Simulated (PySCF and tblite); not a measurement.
C₁₁H₁₄O, numbered as in [CH3:1][CH2:2][CH2:3][CH2:4][C:5](=[O:6])[c:7]1[cH:8][cH:9][cH:10][cH:11][cH:12]1.

Conformers came from 200 starts (ETKDG and KDG, MMFF94s, GFN2-xTB); geometries are GFN2-xTB. Free energies are PBE0-D3(BJ)/6-31G* single points with GFN2-xTB rigid-rotor and vibrational terms (modes under about 100 cm⁻¹ blended into free rotors). Symmetry numbers and mirror images are counted. Conformers within 3 kcal/mol (GFN2-xTB free energy) were kept, 10 at most. GIAO shieldings: PBE0/6-31G*. Shifts are against TMS (¹H), TMS (¹³C) at the same level. Programs: PySCF with density fitting and tblite.

Torsions listed: C1–C2–C3–C4, C2–C3–C4–C5, C3–C4–C5–O6, O6–C5–C7–C8. Of a mirror pair one member is shown.

| conformer | shape | weight % | dipole D |
| --- | --- | --- | --- |
| 1 | 180°, 180°, 0°, 0° | 30.1 | 2.77 |
| 2 | 180°, -73°, -10°, -166° | 29.8 | 2.77 |
| 3 | 67°, 174°, 1°, -2° | 23.7 | 2.73 |
| 4 | -68°, -70°, -12°, -165° | 8.4 | 2.68 |
| 5 | 179°, 180°, 112°, 160° | 2.7 | 3.04 |

Not shown: 5 more, 5.3 % in all.

(1) How do the computed shifts compare with measured ones?

Results:

(1) 
| nucleus | signal | leading conformer | average | measured | medium |
| --- | --- | --- | --- | --- | --- |
| ¹H | H1 | 1.14 | 1.07 | 0.96 | not stated per compound (mostly CDCl3 or CCl4) |
| ¹H | H2 | 1.53 | 1.58 | 1.41 | not stated per compound (mostly CDCl3 or CCl4) |
| ¹H | H3 | 1.95 | 1.94 | 1.72 | not stated per compound (mostly CDCl3 or CCl4) |
| ¹H | H4 | 3.02 | 3.01 | 2.95 | not stated per compound (mostly CDCl3 or CCl4) |

Measured values: Pretsch, Buehlmann, Badertscher, Structure Determination of Organic Compounds, 4th ed. (2009). Mean difference for ¹H: 0.14 ppm, scatter 0.06 ppm. The computed shifts are unscaled and lack vibrational corrections.
